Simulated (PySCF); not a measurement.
The PySCF input:
```python
from pyscf import gto, scf, dft

mol = gto.M(
    atom='''
B    -0.000000   -0.000000   -0.729195
O     0.000000    0.000000    0.455747
''',
    basis='cc-pvdz',
    charge=0,
    spin=1,
    verbose=4,
)

mf = dft.UKS(mol)
mf.xc = 'pbe'
mf.kernel()
```

Q: What does this run give for the number of basis functions, nuclear repulsion energy, HOMO energy, total energy, Mulliken (on the basis functions themselves) charges in atom order?

A: 
The number of basis functions is 28 and the nuclear repulsion energy is 17.8634 Eh. The HOMO energy is -8.12 eV, the total energy is -99.9118 Eh and the Mulliken (on the basis functions themselves) charges in atom order is B1 -0.03, O2 0.03.

These values belong to the state on which the SCF converged, which isn't shown to be the lowest.
